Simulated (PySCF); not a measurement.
**Correlation energy of Br+ (bromine, charge +1)**

[Ar] 3d10 4s2 4p4, high-spin 3P determinant. All numbers are calculated (PySCF 2.14, the spin-free X2C one-electron Hamiltonian (Gaussian nucleus), in aug-cc-pVDZ-DK). Frozen: [Ar] 3d10; 6 electrons correlated.

```json
{"level": "CCSD", "correlation energy (mhartree)": "-89.36"}
{"level": "(T)", "correlation energy (mhartree)": "-1.11"}
{"level": "CCSD(T)", "correlation energy (mhartree)": "-90.47"}
{"level": "CCSDT", "correlation energy (mhartree)": "-90.70"}
```

Diagnostics: T1 = 0.0066, D1 = 0.0204, largest double amplitude 0.039.

Cost of the coupled-cluster step: of the order of 0.21 core-seconds, for 6 correlated electrons.
